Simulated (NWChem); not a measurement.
Species: trimethylsulfonium (C₃H₉S cation); SMILES C[S+](C)C

```xyz
13

C      0.4477    -1.5817     0.2912
S      0.0000     0.0000    -0.4987
C      1.1460     1.1785     0.2912
C     -1.5936     0.4032     0.2912
H      0.4216    -1.4890     1.3794
H      1.4495    -1.8470    -0.0554
H     -0.2666    -2.3326    -0.0552
H      1.0787     1.1096     1.3794
H      0.8748     2.1788    -0.0554
H      2.1534     0.9354    -0.0552
H     -1.5003     0.3794     1.3794
H     -1.8868     1.3972    -0.0552
H     -2.3242    -0.3318    -0.0554
```
Atoms are numbered in this order, from 1.

Coordinates come from a B3LYP/6-31G* (spherical d) optimisation.

**Question.** List the 4 lowest vertical singlet excitations from Hartree-Fock/6-31+G* (spherical d), CIS (NWChem).

**Answer.** 
```json
[
 {"state": "S1", "energy (eV)": "9.15", "oscillator strength": "0.145", "leading excitation (squared amplitude)": "HOMO → LUMO+2 (0.40)"},
 {"state": "S2", "energy (eV)": "9.15", "oscillator strength": "0.145", "leading excitation (squared amplitude)": "HOMO → LUMO+1 (0.40)"},
 {"state": "S3", "energy (eV)": "10.23", "oscillator strength": "0.054", "leading excitation (squared amplitude)": "HOMO → LUMO (0.36)"},
 {"state": "S4", "energy (eV)": "11.19", "oscillator strength": "0.000", "leading excitation (squared amplitude)": "HOMO−2 → LUMO+1 (0.22)"}
]
```
